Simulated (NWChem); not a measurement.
# MoS$_{2}$ClF; SMILES [F][Mo](=[S])(=[S])[Cl]

Results from NWChem. The geometry was optimised at PBE0/def2-SVP. def2 effective core potentials on Mo; no spin-orbit coupling.

For level PW6B95/def2-SVP:

* **highest occupied level (eV)**: -7.91
* **orbital gap (eV)**: 4.14

Task: How do the values read with level RPBE/def2-SVP instead?

Result: The highest occupied level (eV) comes out as -6.66 and the orbital gap (eV) is 2.27.
